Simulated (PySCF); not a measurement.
Compound: C6H10O.
Atom-mapped SMILES: `[CH2:1]=[CH:2][C:3](=[CH2:4])[CH2:5][O:6][CH3:7]` (hydrogens: H8, H9 on C1; H10 on C2; H11, H12 on C4; H13, H14 on C5; H15, H16, H17 on C7)

The geometry is computed with GFN2-xTB (gas phase).

(1) Give the optimised bond lengths and angles.

## Answers

(1) 
```tsv
bond	length (Å)	order
C1=C2	1.328	double
C2–C3	1.456	single
C3=C4	1.331	double
C3–C5	1.506	single
C5–O6	1.407	single
O6–C7	1.401	single
C1–H8	1.077	single
C1–H9	1.076	single
C2–H10	1.083	single
C4–H11	1.077	single
C4–H12	1.074	single
C5–H13, C5–H14	1.104	single
C7–H15	1.088	single
C7–H16, C7–H17	1.098	single
```

Bonds in one row agree within 0.01 Å and their mean is given. Orders are formal, as drawn. A selection of angles:
```tsv
angle	degrees
C2–C1–H8	121.3
C2–C1–H9	122.8
H8–C1–H9	115.9
C1–C2–C3	126.5
C1–C2–H10	119.1
C3–C2–H10	114.3
C2–C3–C4	120.9
C2–C3–C5	117.6
C4–C3–C5	121.5
C3–C4–H11	121.4
C3–C4–H12	121.1
H11–C4–H12	117.5
C3–C5–O6	111.2
C3–C5–H13	109.3
O6–C5–H13	109.8
H13–C5–H14	107.5
C5–O6–C7	112.7
O6–C7–H15	106.7
O6–C7–H16	111.4
H15–C7–H16	109.4
```

Dihedral angles: C1–C2–C3–C4 180° (antiperiplanar); C2–C3–C5–O6 180° (antiperiplanar); C3–C5–O6–C7 180° (antiperiplanar).

Of the pairs four or more bonds apart, O6···H12 is among the closest relative to their van der Waals radii: 2.35 Å, 86 % of the sum of Bondi's values. The 7 heavy atoms lie in one plane (0.001 Å rms). The C–C distances run from 1.328 Å (C1=C2, drawn double) to 1.506 Å (C3–C5, drawn single), a spread of 0.178 Å.

Point group: Cs (every atom within 0.08 Å of its image). No frequency check. One conformer, not necessarily the lowest.
